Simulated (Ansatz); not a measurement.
`[CH3][InH2]` + `N=C(O)O` → `N=C(O)[O][InH2]` + CH₄  (ligand exchange at the In–C bond)

Gas-phase electronic energies from Ansatz, PBE0-D4/def2-TZVP geometries. CCSD(T)/CBS adds triple-zeta CCSD(T) − MP2 to the extrapolated MP2 energy (def2 sets, frozen cores). This one scheme is used for every species. Functionals use def2-TZVPP. HSE06 is defined as in plane-wave codes. Elements past krypton have def2 core potentials. For In outer-core shells are correlated without core-valence functions, which leaves a few kJ/mol of doubt a bond. One conformer a species, not always the lowest.

| level | ΔE (kJ/mol) | difference from CCSD(T)/CBS |
| --- | --- | --- |
| r2SCAN-D4 | -89.2 | 2.1 |
| PBE0-D4 | -80.1 | 11.2 |
| r2SCANh-D4 | -87.4 | 3.9 |
| B2PLYP | -88.7 | 2.6 |
| r2SCANh | -86.5 | 4.8 |
| HSE06 | -77.5 | 13.8 |
| BHLYP | -87.6 | 3.7 |
| CAM-B3LYP | -87.5 | 3.8 |
| RPA@PBE/def2-TZVPP | -85.0 | 6.3 |
| CCSD(T)/def2-SVP | -91.5 | -0.2 |
| HF/def2-TZVPP | -90.2 | 1.1 |
| CCSD/def2-TZVPP | -83.6 | 7.7 |
| HF/def2-QZVPP | -91.8 | -0.5 |
| MP2/def2-QZVPP | -88.8 | 2.5 |
| SCS-MP2/def2-QZVPP | -90.8 | 0.5 |
| MP2/CBS(def2) | -90.9 | 0.4 |
| CCSD(T)/CBS | -91.3 | 0 |

Largest T1 diagnostic among the species: 0.016.

In def2-TZVPP, CCSD(T) changes the Hartree–Fock value by +5.2 kJ/mol (the triples alone add −1.4 kJ/mol) and MP2 by +5.5 kJ/mol. The D4 term adds −4.2 kJ/mol with B3LYP and −2.4 kJ/mol with PBE0; it sums over pairs of atoms, weighted by their polarisabilities, and B3LYP, whose exchange is more repulsive, gets the larger term. Leaving LDA and LC-ωPBE aside and taking each functional with its dispersion term where it has one, the values, not all of them listed here, spread over 14.0 kJ/mol, from BLYP-D4 to HSE06-D4. LDA lies +3.7 kJ/mol from PBE without D4.

B3LYP here is the variant with VWN-RPA as its local correlation; programs differ in this.
